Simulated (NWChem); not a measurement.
System: C$_{2}$HCl$_{2}$FSi; SMILES C#C[Si](F)(Cl)Cl

NWChem printed, in part:

```
             Northwest Computational Chemistry Package (NWChem) 7.3.0
             --------------------------------------------------------

 CS  symmetry detected

                             Geometry "geometry" -> ""
                             -------------------------

 Output coordinates in angstroms (scale by  1.889725989 to convert to a.u.)

  No.       Tag          Charge          X              Y              Z
 ---- ---------------- ---------- -------------- -------------- --------------
    1 C                    6.0000    -0.49219231     2.93668124     0.00000000
    2 C                    6.0000    -0.18773712     1.75987434     0.00000000
    3 Si                  14.0000     0.25633136     0.00906413     0.00000000
    4 F                    9.0000     1.85688649    -0.13661488     0.00000000
    5 Cl                  17.0000    -0.45469465    -0.91340655    -1.66799700
    6 Cl                  17.0000    -0.45469465    -0.91340655     1.66799700
    7 H                    1.0000    -0.76142281     3.97912538     0.00000000

 Effective nuclear repulsion energy (a.u.)     409.0360191779

      Symmetry information
      --------------------

 Group name             Cs
 Group number              2
 Group order               2
 No. of unique centers     6

                                 NWChem DFT Module
                                 -----------------

 Summary of "ao basis" -> "ao basis" (spherical)
 ------------------------------------------------------------------------------
       Tag                 Description            Shells   Functions and Types
 ---------------- ------------------------------  ------  ---------------------
 C                          6-31+g*                  8       18   4s3p1d
 Si                         6-31+g*                 10       22   5s4p1d
 F                          6-31+g*                  8       18   4s3p1d
 Cl                         6-31+g*                 10       22   5s4p1d
 H                          6-31+g*                  2        2   2s

      Symmetry analysis of basis
      --------------------------

        a'         79
        a"         43

            General Information
            -------------------
          SCF calculation type: DFT
          Wavefunction type:  closed shell.
          No. of atoms     :     7
          No. of electrons :    70
           Alpha electrons :    35
            Beta electrons :    35
          Charge           :     0
          Spin multiplicity:     1
          Use of symmetry is: on ; symmetry adaption is: on
          Maximum number of iterations: 150
          AO basis - number of functions:   122
                     number of shells:    56
          Convergence on energy requested:  1.00D-06
          Convergence on density requested:  1.00D-05
          Convergence on gradient requested:  5.00D-04

              XC Information
              --------------
                         B3LYP Method XC Potential
                     Hartree-Fock (Exact) Exchange  0.200
                        Slater Exchange Functional  0.800 local
                    Becke 1988 Exchange Functional  0.720 non-local
              Lee-Yang-Parr Correlation Functional  0.810
                  VWN I RPA Correlation Functional  0.190 local

             Grid Information
             ----------------
          Grid used for XC integration:  medium
          Radial quadrature: Mura-Knowles
          Angular quadrature: Lebedev.
          Tag              B.-S. Rad. Rad. Pts. Rad. Cut. Ang. Pts.
          ---              ---------- --------- --------- ---------
          C                   0.70       49          14.0       434
          Si                  1.10       88          13.0       590
          F                   0.50       49          13.0       434
          Cl                  1.00       88          14.0       590
          H                   0.35       45          14.0       434
          Grid pruning is: on
          Number of quadrature shells:   368
          Spatial weights used:  Erf1

      Superposition of Atomic Density Guess
      -------------------------------------

 Sum of atomic energies:       -1382.92373799

      Non-variational initial energy
      ------------------------------

 Total energy =   -1384.800545
 1-e energy   =   -2725.921053
 2-e energy   =     932.084489
 HOMO         =      -0.366321
 LUMO         =      -0.001725

      Symmetry analysis of molecular orbitals - initial
      -------------------------------------------------

  Numbering of irreducible representations:

     1 a'          2 a"

  Orbital symmetries:

     1 a'          2 a"          3 a'          4 a'          5 a'
     6 a'          7 a'          8 a"          9 a'         10 a"
    11 a'         12 a'         13 a"         14 a"         15 a'
    16 a'         17 a'         18 a"         19 a'         20 a'
    21 a'         22 a"         23 a'         24 a'         25 a"
    26 a'         27 a'         28 a'         29 a"         30 a'
    31 a"         32 a'         33 a"         34 a'         35 a"
    36 a'         37 a"         38 a'         39 a'         40 a'
    41 a"         42 a'         43 a'         44 a"         45 a'

     ---------------------------------------------
      Total Density - Mulliken Population Analysis
     ---------------------------------------------

    Atom       Charge   Shell Charges
 -----------   ------   -------------------------------------------------------
    1 C    6     6.21   2.00  0.76  1.80  0.62  0.86  0.06  0.08  0.03
    2 C    6     6.44   2.00  0.75  1.95  0.75  0.81 -0.09  0.24  0.02
    3 Si  14    12.64   2.00  2.00  5.97  0.79  1.17  0.09  0.31 -0.02  0.09  0.25
    4 F    9     9.48   2.00  0.95  3.47  1.04  2.11 -0.15  0.06  0.01
    5 Cl  17    17.28   2.00  2.00  5.98  1.37  3.69  0.58  1.71 -0.06 -0.01  0.01
    6 Cl  17    17.28   2.00  2.00  5.98  1.37  3.69  0.58  1.71 -0.06 -0.01  0.01
    7 H    1     0.67   0.42  0.26

   convergence    iter        energy       DeltaE   RMS-Dens  Diis-err
 ---------------- ----- ----------------- --------- --------- ---------
 d= 0,ls=0.0,diis     1  -1386.5422744726 -1.80D+03  4.35D-02  9.17D-01
 d= 0,ls=0.0,diis     2  -1386.5131457602  2.91D-02  1.89D-02  1.35D+00
 d= 0,ls=0.0,diis     3  -1386.6421991445 -1.29D-01  2.93D-03  6.77D-02
 d= 0,ls=0.0,diis     4  -1386.6453806865 -3.18D-03  1.97D-03  2.05D-02
 d= 0,ls=0.0,diis     5  -1386.6475026119 -2.12D-03  7.69D-04  3.00D-03
  Resetting Diis
 d= 0,ls=0.0,diis     6  -1386.6478724267 -3.70D-04  1.71D-04  1.84D-04
 d= 0,ls=0.0,diis     7  -1386.6478971262 -2.47D-05  3.69D-05  2.65D-06
 d= 0,ls=0.0,diis     8  -1386.6478970801  4.61D-08  1.98D-05  3.14D-06
 d= 0,ls=0.0,diis     9  -1386.6478975006 -4.20D-07  4.25D-06  1.18D-07

         Total DFT energy =    -1386.647897500607
      One electron energy =    -2728.355489981353
           Coulomb energy =     1031.875302436953
    Exchange-Corr. energy =      -99.203729134103
 Nuclear repulsion energy =      409.036019177896

 Numeric. integr. density =       69.999999768618

                  Occupations of the irreducible representations
                  ----------------------------------------------

                     irrep           alpha         beta
                     --------     --------     --------
                     a'               23.0         23.0
                     a"               12.0         12.0

                       DFT Final Molecular Orbital Analysis
                       ------------------------------------

 Vector   33  Occ=2.000000D+00  E=-3.454507D-01  Symmetry=a"
              MO Center= -3.7D-01, -7.8D-01, -3.0D-14, r^2= 4.2D+00
   Bfn.  Coefficient  Atom+Function         Bfn.  Coefficient  Atom+Function
  ----- ------------  ---------------      ----- ------------  ---------------
    83      0.370949  5 Cl px               105     -0.370949  6 Cl px
    85     -0.343948  5 Cl pz               107     -0.343948  6 Cl pz
    87      0.185102  5 Cl px               109     -0.185102  6 Cl px
    89     -0.180062  5 Cl pz               111     -0.180062  6 Cl pz
    79     -0.144038  5 Cl px               101      0.144038  6 Cl px

 Vector   34  Occ=2.000000D+00  E=-3.252015D-01  Symmetry=a'
              MO Center= -3.2D-01,  2.0D+00, -2.0D-11, r^2= 2.5D+00
   Bfn.  Coefficient  Atom+Function         Bfn.  Coefficient  Atom+Function
  ----- ------------  ---------------      ----- ------------  ---------------
     3      0.390542  1 C  px                21      0.385135  2 C  px
    25      0.207644  2 C  px                 7      0.204997  1 C  px
    10     -0.180273  1 C  s                 30      0.132508  2 C  py
    22      0.116201  2 C  py                83     -0.113820  5 Cl px
   105     -0.113820  6 Cl px                84      0.112145  5 Cl py

 Vector   35  Occ=2.000000D+00  E=-3.217910D-01  Symmetry=a"
              MO Center= -3.6D-01,  1.7D+00,  2.1D-11, r^2= 3.6D+00
   Bfn.  Coefficient  Atom+Function         Bfn.  Coefficient  Atom+Function
  ----- ------------  ---------------      ----- ------------  ---------------
     5      0.387533  1 C  pz                23      0.379394  2 C  pz
    84      0.237065  5 Cl py               106     -0.237065  6 Cl py
     9      0.207127  1 C  pz                27      0.204163  2 C  pz
    88      0.123272  5 Cl py               110     -0.123272  6 Cl py
    80     -0.091352  5 Cl py               102      0.091352  6 Cl py

[...]
```

Level: B3LYP/6-31+G* (spherical d). Structure relaxed at the PBE0/def2-SVP level.

Q: Which NWChem input produces such a log?

A: This is not unique; one that fits is the input that was run:
```
start job
memory heap 200 mb stack 900 mb global 1100 mb
geometry units angstroms noautoz
  C     -0.459852    -2.944812     0.000000
  C     -0.169022    -1.764564     0.000000
  Si     0.254776    -0.008737     0.000000
  F      1.853540     0.155436     0.000000
  Cl    -0.466867     0.905452    -1.667997
  Cl    -0.466867     0.905452     1.667997
  H     -0.717013    -3.990299     0.000000
end
basis spherical
  C library 6-31+g*
  Si library 6-31+g*
  F library 6-31+g*
  Cl library 6-31+g*
  H library 6-31+g*
end
dft
  xc b3lyp
  iterations 150
  mulliken
end
task dft energy
```
